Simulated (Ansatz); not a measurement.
`C[S+](C)[GaH3-]` from Hartree–Fock to CCSD(T)

```tsv
atom	x (Å)	y (Å)	z (Å)
C1	-1.5563	0.2804	0.5732
S2	0.0657	0.9537	0.2057
C3	1.0887	-0.0535	1.2820
Ga4	0.5099	-0.1467	-1.9755
H5	-1.8218	0.4922	1.6091
H6	-1.5670	-0.7929	0.3796
H7	-2.2639	0.7741	-0.0923
H8	0.9460	-1.1098	1.0511
H9	0.8482	0.1533	2.3251
H10	2.1246	0.2221	1.0860
H11	0.1874	-1.6120	-1.4581
H12	-0.5872	0.5838	-2.8418
H13	2.0255	0.2553	-2.1441
```

Charge 0, multiplicity 1. Correlated methods include outer-core shells of Ga, which these sets cover unevenly. Scalar relativity is left out up to krypton. Geometry: relaxed with PBE0-D4/def2-TZVP. Frozen core, restricted reference, Ansatz.

```csv
basis,HF (Eh),MP2 corr.,CCSD corr.,(T),CCSD(T) total
def2-SVP,-2401.30093,-0.66513,-0.71744,-0.02161,-2402.03998
def2-TZVPP,-2401.78041,-0.79715,-0.84908,-0.03400,-2402.66349
def2-QZVPP,-2401.83643,-1.08431,–,–,–
```
